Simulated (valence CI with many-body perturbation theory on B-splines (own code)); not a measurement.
How close is CI+MBPT for O I?

Calculated by configuration interaction combined with many-body perturbation theory (CI+MBPT): six valence electrons over a frozen Dirac-Fock core [He], radial functions for each j: 9 s, 9 p, 8 d, 6 f, 3 g, 1 h, with the one-electron correlation potential Σ1 (screened to all orders), the two-electron term Σ2, the three-electron term Σ3, Breit, model QED; selected single and double excitations, second order for the rest, scaled by the run's own slope (own B-spline code, finite nucleus).

Set against measurement, 22 paired levels are off by 257 cm⁻¹ on average, the worst by 374. Among the levels kept, up to 1500 cm⁻¹ of a level comes from second order outside the variational space, and about a tenth of that is noise between levels of different J, which matters for small intervals.

Measured levels: NIST Handbook of Basic Atomic Spectroscopic Data (Sansonetti and Martin, J. Phys. Chem. Ref. Data 34, 1559 (2005)). Pairs share parity and J, and are chosen by configuration, term and nearness in energy; levels without a clear partner are left out. Energies in cm⁻¹ above the measured ground level.

| Computed label | Label in the source | Measured | Computed | Difference |
| --- | --- | --- | --- | --- |
| 2s²2p⁴ ³P_2 | 2s2 2p4 3P | 0 | 0.0 | 0 |
| 2s²2p⁴ ³P_1 | 2s2 2p4 3P | 158.3 | 227.3 | +69 |
| 2s²2p⁴ ³P_0 | 2s2 2p4 3P | 227.0 | 252.0 | +25 |
| 2s²2p⁴ ¹D_2 | 2s2 2p4 1D | 15867.9 | 15983.6 | +116 |
| 2s²2p⁴ ¹S_0 | 2s2 2p4 1S | 33792.6 | 34058.0 | +265 |
| 2s²2p³3s ⁵S°_2 | 2s2 2p3(4S°) 3s 5S° | 73768.2 | 73453.0 | -315 |
| 2s²2p³3s ³S°_1 | 2s2 2p3(4S°) 3s 3S° | 76795.0 | 76538.4 | -257 |
| 2s²2p³3p ⁵P_1 | 2s2 2p3(4S°) 3p 5P | 86625.8 | 86317.7 | -308 |
| 2s²2p³3p ⁵P_2 | 2s2 2p3(4S°) 3p 5P | 86627.8 | 86322.8 | -305 |
| 2s²2p³3p ⁵P_3 | 2s2 2p3(4S°) 3p 5P | 86631.5 | 86257.1 | -374 |
| 2s²2p³3p ³P_1 | 2s2 2p3(4S°) 3p 3P | 88630.6 | 88369.2 | -261 |
| 2s²2p³3p ³P_2 | 2s2 2p3(4S°) 3p 3P | 88631.1 | 88390.3 | -241 |
| 2s²2p³3p ³P_0 | 2s2 2p3(4S°) 3p 3P | 88631.3 | 88329.5 | -302 |
| 2s²2p³4s ⁵S°_2 | 2s2 2p3(4S°) 4s 5S° | 95476.7 | 95161.0 | -316 |
| 2s²2p³4s ³S°_1 | 2s2 2p3(4S°) 4s 3S° | 96225.0 | 95960.2 | -265 |
| 2s²2p³3d ⁵D°_4 | 2s2 2p3(4S°) 3d 5D° | 97420.6 | 97066.7 | -354 |
| 2s²2p³3d ⁵D°_3 | 2s2 2p3(4S°) 3d 5D° | 97420.7 | 97168.2 | -253 |
| 2s²2p³3d ⁵D°_2 | 2s2 2p3(4S°) 3d 5D° | 97420.8 | 97169.4 | -251 |
| 2s²2p³3d ⁵D°_1 | 2s2 2p3(4S°) 3d 5D° | 97420.9 | 97149.0 | -272 |
| 2s²2p³3d ⁵D°_0 | 2s2 2p3(4S°) 3d 5D° | 97421.0 | 97093.4 | -328 |
| 2s²2p³3d ³D°_1 | 2s2 2p3(4S°) 3d 3D° | 97488.4 | 97215.8 | -273 |
| 2s²2p³3d ³D°_2 | 2s2 2p3(4S°) 3d 3D° | 97488.4 | 97236.0 | -252 |
| 2s²2p³3d ³D°_3 | 2s2 2p3(4S°) 3d 3D° | 97488.5 | 97235.1 | -253 |

Over 22 excited levels the mean absolute difference is 257 cm⁻¹, the median 265 and the largest 374. The comparison draws on a selection of the measured levels: 23 of the 23 computed ones have a partner in it, and others may be off by more.

Rates against NIST Handbook of Basic Atomic Spectroscopic Data (Sansonetti and Martin, J. Phys. Chem. Ref. Data 34, 1559 (2005)):

| λ vac, measured (nm) | Upper | Lower | A computed (s⁻¹) | A tabulated (s⁻¹) |
| --- | --- | --- | --- | --- |
| 130.22 | 2s²2p³3s ³S°_1 | 2s²2p⁴ ³P_2 | 3.36e+08 | 3.15e+08 |
| 130.49 | 2s²2p³3s ³S°_1 | 2s²2p⁴ ³P_1 | 2.00e+08 | 1.87e+08 |
| 130.60 | 2s²2p³3s ³S°_1 | 2s²2p⁴ ³P_0 | 6.60e+07 | 6.23e+07 |
| 777.41 | 2s²2p³3p ⁵P_3 | 2s²2p³3s ⁵S°_2 | 3.46e+07 | 3.69e+07 |
| 777.63 | 2s²2p³3p ⁵P_2 | 2s²2p³3s ⁵S°_2 | 3.52e+07 | 3.69e+07 |
| 777.75 | 2s²2p³3p ⁵P_1 | 2s²2p³3s ⁵S°_2 | 3.52e+07 | 3.69e+07 |
